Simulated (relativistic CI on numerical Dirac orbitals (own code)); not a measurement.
**Radial parameters of Xe47+**

Calculated at this level of theory: Dirac-Coulomb-Breit CI, separate exchange-only KLI orbitals for each configuration, QED by a radiative potential, unscaled Slater integrals (own radial code, finite nucleus).

Slater integrals F^k, G^k are unscaled and averaged over j, outside the closed core 1s2; ζ comes from projecting the Hamiltonian with its Breit term on Σ l·s of the shell.

- 2s²2p³: F^2(2p,2p) = 995450, ζ(2p) = 1.8692e+06 cm⁻¹; <r>(2p) = 0.09533, <r^2>(2p) = 0.01102 (bohr units).
- 2s2p⁴: F^2(2p,2p) = 994020, G^1(2s,2p) = 1.0586e+06, ζ(2p) = 1.8618e+06 cm⁻¹; <r>(2s) = 0.1099, <r^2>(2s) = 0.01423, <r>(2p) = 0.09547, <r^2>(2p) = 0.01105 (bohr units).
- 2p⁵: ζ(2p) = 1.8544e+06 cm⁻¹; <r>(2p) = 0.09565, <r^2>(2p) = 0.0111 (bohr units).

Averages of the first 10 configurations, taken without configuration mixing, which lowers the lowest level and can move excited configurations by several eV; other configurations of the list can lie among them:

```csv
Configuration,Parity,States,Average energy above the lowest level (eV)
2s²2p³,odd,20,346.3
2s2p⁴,even,30,810.5
2p⁵,odd,6,1317.8
2p⁴3s,even,30,5955.6
2p⁴3p,odd,90,6087.0
2p⁴3d,even,150,6207.8
2s²2p²3s,even,30,5039.6
2s²2p²3p,odd,90,5178.0
2s²2p²3d,even,150,5299.1
2s2p³3s,odd,80,5475.9
```
